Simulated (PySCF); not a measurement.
PbBr3, SMILES [Br][Pb-]([Br])[Br], charge -1.

Coordinates come from a PBE0-D3(BJ)/def2-SVPD optimisation. The isomer is the one that the SMILES or the coordinates give; other isomers of the formula were not compared. The def2 effective core potentials stand for the cores of Pb; spin–orbit coupling is left out.

These are C-PCM-PBE0/def2-SVPD (PySCF 2.14.0) values and carry that method's errors.

The values are the electrostatic part of the solvation free energy, E(continuum) − E(gas) at the gas-phase geometry, in a cavity of scaled van der Waals radii (PySCF's table); cavitation and dispersion terms are not included. A continuum can't describe solvent molecules that bind to the metal. In vacuum the orbital gap is 5.26 eV.

```csv
solvent,ε,ΔG(elec) (kcal/mol),gap (eV)
water,78.36,-49.1,5.69
dimethylsulfoxide,46.83,-48.6,5.68
n-hexane,1.88,___,___
```

Q: Fill in the missing entries. (An estimate is asked for; the answer gives what the named calculation found.)

A: 
- n-hexane, ΔG(elec) (kcal/mol): -22.6
- n-hexane, gap (eV): 5.45
